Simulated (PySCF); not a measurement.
## Basis and Hamiltonian dependence of the excitation energy of Te

Te [Kr] 4d10 5s2 5p4 (3P) → Te [Kr] 4d10 5s1 5p5 (3P). All values are computed (PySCF 2.14, energy differences of UHF-based or UKS calculations, no spin-orbit coupling). Values in eV.

```json
{"basis": "aug-cc-pVDZ-PP with ECP28MDF", "Hamiltonian": "ECP", "functions": "32", "UHF": "9.988", "PBE": "9.277", "PBE0": "9.487", "MP2 (valence)": "9.134", "CCSD(T) (valence)": "7.661", "CCSD(T) (valence and next inner shell)": "n/a"}
{"basis": "aug-cc-pwCVDZ-PP with ECP28MDF", "Hamiltonian": "ECP", "functions": "48", "UHF": "9.985", "PBE": "9.276", "PBE0": "9.486", "MP2 (valence)": "9.148", "CCSD(T) (valence)": "7.658", "CCSD(T) (valence and next inner shell)": "7.981"}
{"basis": "def2-TZVPPD with the def2 core potential (28 electrons)", "Hamiltonian": "ECP", "functions": "59", "UHF": "9.983", "PBE": "9.276", "PBE0": "9.484", "MP2 (valence)": "9.211", "CCSD(T) (valence)": "7.563", "CCSD(T) (valence and next inner shell)": "7.909"}
{"basis": "x2c-TZVPPall", "Hamiltonian": "spin-free X2C", "functions": "60", "UHF": "10.019", "PBE": "9.144", "PBE0": "9.393", "MP2 (valence)": "9.237", "CCSD(T) (valence)": "8.125", "CCSD(T) (valence and next inner shell)": "8.399"}
{"basis": "ANO-RCC-VTZP", "Hamiltonian": "spin-free X2C", "functions": "68", "UHF": "9.984", "PBE": "9.147", "PBE0": "9.386", "MP2 (valence)": "9.235", "CCSD(T) (valence)": "8.390", "CCSD(T) (valence and next inner shell)": "8.674"}
{"basis": "x2c-TZVPPall with one added diffuse shell each of s, p, d, f type", "Hamiltonian": "spin-free X2C", "functions": "76", "UHF": "9.986", "PBE": "9.153", "PBE0": "9.395", "MP2 (valence)": "9.241", "CCSD(T) (valence)": "7.542", "CCSD(T) (valence and next inner shell)": "n/a"}
{"basis": "def2-QZVPPD with the def2 core potential (28 electrons)", "Hamiltonian": "ECP", "functions": "91", "UHF": "9.987", "PBE": "9.268", "PBE0": "9.479", "MP2 (valence)": "9.194", "CCSD(T) (valence)": "7.553", "CCSD(T) (valence and next inner shell)": "n/a"}
{"basis": "aug-cc-pVQZ-PP with ECP28MDF", "Hamiltonian": "ECP", "functions": "92", "UHF": "9.987", "PBE": "9.268", "PBE0": "9.480", "MP2 (valence)": "9.186", "CCSD(T) (valence)": "7.560", "CCSD(T) (valence and next inner shell)": "n/a"}
{"basis": "aug-cc-pwCVTZ-DK3", "Hamiltonian": "spin-free X2C", "functions": "109", "UHF": "9.979", "PBE": "9.164", "PBE0": "9.400", "MP2 (valence)": "9.223", "CCSD(T) (valence)": "7.607", "CCSD(T) (valence and next inner shell)": "n/a"}
{"basis": "x2c-QZVPPall", "Hamiltonian": "spin-free X2C", "functions": "112", "UHF": "9.979", "PBE": "9.160", "PBE0": "9.397", "MP2 (valence)": "9.200", "CCSD(T) (valence)": "7.905", "CCSD(T) (valence and next inner shell)": "n/a"}
{"basis": "aug-cc-pVQZ-PP with one added diffuse shell each of s, p, d, f, g type with ECP28MDF", "Hamiltonian": "ECP", "functions": "117", "UHF": "9.987", "PBE": "9.268", "PBE0": "9.480", "MP2 (valence)": "9.186", "CCSD(T) (valence)": "n/a", "CCSD(T) (valence and next inner shell)": "n/a"}
{"basis": "aug-cc-pwCVTZ-DK3 with one added diffuse shell each of s, p, d, f type", "Hamiltonian": "spin-free X2C", "functions": "125", "UHF": "9.979", "PBE": "9.164", "PBE0": "9.400", "MP2 (valence)": "9.224", "CCSD(T) (valence)": "n/a", "CCSD(T) (valence and next inner shell)": "n/a"}
{"basis": "x2c-QZVPPall with one added diffuse shell each of s, p, d, f type", "Hamiltonian": "spin-free X2C", "functions": "128", "UHF": "9.977", "PBE": "9.161", "PBE0": "9.398", "MP2 (valence)": "9.202", "CCSD(T) (valence)": "n/a", "CCSD(T) (valence and next inner shell)": "n/a"}
{"basis": "dyall-av2z", "Hamiltonian": "non-relativistic", "functions": "130", "UHF": "8.833", "PBE": "7.952", "PBE0": "8.203", "MP2 (valence)": "8.009", "CCSD(T) (valence)": "6.891", "CCSD(T) (valence and next inner shell)": "n/a"}
```

Frozen in the all-electron rows: valence and next inner shell: [Ar] 3d10; valence: [Kr] 4d10; with a core potential, the same shells as far as they lie outside it.

Non-relativistic rows lack the scalar-relativistic shift. The upper state lies above the first ionisation limit, where it may autoionise and the basis confines it.
